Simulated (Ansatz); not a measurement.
Ca₄O₃, relaxed as a singlet with RKS r2SCAN-D4/def2-SVP in Ansatz, starting from the GFN2-xTB geometry. Force threshold 0.02 eV/Å.

The structure comes from a short search, and lower isomers may exist.

Start:

Cartesian coordinates in Å:
```
Ca -0.499 0.432 1.969
Ca -0.992 -1.735 -0.571
Ca 2.053 -0.326 -0.112
Ca -0.443 1.294 -1.019
O -1.599 -0.063 0.362
O 0.942 1.116 0.743
O 0.539 -0.717 -1.372
```

```tsv
step	energy (eV)	largest force component (eV/Å)	SCF passes
1	-79881.8593	2.304	24
2	-79882.4468	0.701	29
3	-79882.5062	0.340	26
4	-79882.5600	0.034	22
5	-79882.5601	0.002	17
```

Force components are those of the run's own axes.

End:

```xyz
7

Ca   -0.487    0.386    2.040
Ca   -0.981   -1.818   -0.531
Ca    2.095   -0.393   -0.066
Ca   -0.423    1.229   -0.973
O    -1.682    0.014    0.312
O     0.950    1.234    0.709
O     0.527   -0.652   -1.491
```

By distances, no bond broke or formed. The bond that changes most is Ca2–O7, from 2.01 to 2.13 Å (atoms count from 1). The end is the same structure that another start reached, the lowest one found.

No frequencies were taken in this run, so the end may be a saddle point.

Run time 21 s (4 threads of Arm Neoverse V2 on a shared host).
